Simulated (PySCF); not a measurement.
Job for PySCF: R-MP2/6-31G* on C2H4 (SMILES C=C) with ghost functions.

```python
from pyscf import gto, scf, dft, mp
from pyscf.data.elements import chemcore

mol = gto.M(
    atom='''
    C    -0.58150730   -0.24367681   -0.01598849
    C     0.61768397    0.32000242    0.07119156
    H    -0.80659325   -1.16662531    0.50484006
    H    -1.37330316    0.19039615   -0.61470625
    H     0.85552135    1.23807526   -0.45262081
    H     1.40550771   -0.12684313    0.66566728
    ghost-O    0.35661439   -1.18325554    3.27233677
    ghost-C   -0.13780018   -0.20797640    3.76701086
    ghost-O   -0.59115139    0.85925500    3.10075834
    ghost-H   -0.28359508   -0.06428767    4.84603775
    ghost-H   -0.45205556    0.71099671    2.14236349
    ''',
    basis='6-31g*',
    cart=True,
    charge=0, spin=0, verbose=3, max_memory=1800)
mf = scf.RHF(mol)
mf.conv_tol = 1e-8
mf.max_cycle = 100
mf.kernel()
if not mf.converged:
    mf = mf.newton().run(mf.mo_coeff, mf.mo_occ)
pt = mp.MP2(mf, frozen=chemcore(mol)).run()
```

It printed:

```
converged SCF energy = -78.0323669850693
E(RMP2) = -78.2867730917425  E_corr = -0.254406106673213
E(SCS-RMP2) = -78.2878351114979  E_corr = -0.255468126428607
```

The calculation finished and met its thresholds.

Cost: around 0.9 core-seconds (rough).
